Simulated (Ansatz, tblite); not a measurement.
Isomers of LaCu4 (doublet), found by a short tight-binding search and relaxed with r2SCAN-D4/def2-SVP in Ansatz.

In the def2 sets La takes a core potential; there is no spin–orbit coupling. The xTB rows come from tblite.

Run but left out: HF/def2-TZVP, PBE-QIDH/def2-TZVP, MP2/def2-TZVP (A: ⟨S²⟩ 0.98 to 1.54, where a pure state has 0.75).

Other spin states were run for one of them alone.

A:

| atom | x (Å) | y (Å) | z (Å) |
| --- | --- | --- | --- |
| La1 | 1.555 | 0.549 | 0.699 |
| Cu2 | -0.827 | -0.892 | 0.753 |
| Cu3 | 0.723 | -1.571 | -0.882 |
| Cu4 | -1.066 | 1.449 | 0.728 |
| Cu5 | -0.385 | 0.464 | -1.297 |

B:

```csv
atom,x (Å),y (Å),z (Å)
La1,0.6044,-0.7271,0.7390
Cu2,-1.4872,-1.4345,-0.9760
Cu3,-0.5698,0.5300,2.8436
Cu4,-0.2139,0.3227,-1.7510
Cu5,1.6664,1.3090,-0.8557
```

Problem. Estimate their order by electronic energy at ωB97X-V/def2-TZVP, counted from the lowest.

Solution. A (0.00) < B (0.42), in eV.

Problem. Do the other levels pick the same lowest one?

Solution. Not GFN2-xTB. Energies above each level's lowest (eV):

```json
{"level": "GFN1-xTB", "A": "0.00", "B": "0.13"}
{"level": "GFN2-xTB", "A": "2.15", "B": "0.00"}
{"level": "PBE-D4/def2-TZVP", "A": "0.00", "B": "0.64"}
{"level": "r2SCAN-D4/def2-TZVP", "A": "0.00", "B": "0.86"}
{"level": "PBE0-D4/def2-TZVP", "A": "0.00", "B": "0.60"}
{"level": "ωB97X-V/def2-TZVP", "A": "0.00", "B": "0.42"}
```
Point groups (tolerance 0.1 Å): A not assigned, B Cs. Lower isomers may exist.
